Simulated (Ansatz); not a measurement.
C2H8B2O (`BC(B)(C)O`). The species carries charge 0 and has multiplicity 1. The structure was optimised at the PBE0-D4/def2-TZVP level. It is one conformer, not always the lowest.

```xyz
13

B     1.028   -0.218    1.360
C     0.371    0.382    0.136
B     0.030   -0.844   -0.785
C    -1.186    0.348    0.024
O     0.933    1.520   -0.462
H     2.185   -0.012    1.576
H     0.401   -0.961    2.057
H    -0.201   -1.935   -0.366
H     0.157   -0.648   -1.961
H    -1.505    1.331   -0.312
H    -1.679    0.016    0.932
H    -1.568   -0.339   -0.796
H     1.035    1.359   -1.403
```

Problem. What is the dipole moment at B3LYP/def2-TZVPP? (Estimate.)

Solution. Computed: 2.48 D, with components (-2.15, -0.16, -1.22) D in this frame, pointing from negative to positive charge.

Problem. And with PBE, r2SCAN, ωB97M-V? (Best estimate.)

Solution. Ansatz gave: PBE 2.57 D, r2SCAN 2.53 D, ωB97M-V 2.46 D.

Problem. Give the Mulliken charges with B3LYP, PBE, r2SCAN in def2-TZVPP. (Best estimate.)

Solution. Ansatz gave: 
| atom | B3LYP | PBE | r2SCAN |
| --- | --- | --- | --- |
| B1 | -0.14 | -0.14 | -0.08 |
| C2 | 0.24 | 0.23 | 0.22 |
| B3 | -0.21 | -0.23 | -0.15 |
| C4 | -0.25 | -0.21 | -0.15 |
| O5 | -0.34 | -0.29 | -0.36 |
| H6 | 0.04 | 0.02 | 0.00 |
| H7 | 0.02 | 0.01 | -0.01 |
| H8 | 0.06 | 0.05 | 0.04 |
| H9 | 0.04 | 0.03 | 0.01 |
| H10 | 0.13 | 0.13 | 0.10 |
| H11 | 0.12 | 0.12 | 0.08 |
| H12 | 0.10 | 0.11 | 0.09 |
| H13 | 0.18 | 0.18 | 0.20 |

B3LYP here is the variant with VWN-RPA as its local correlation; programs differ in this.
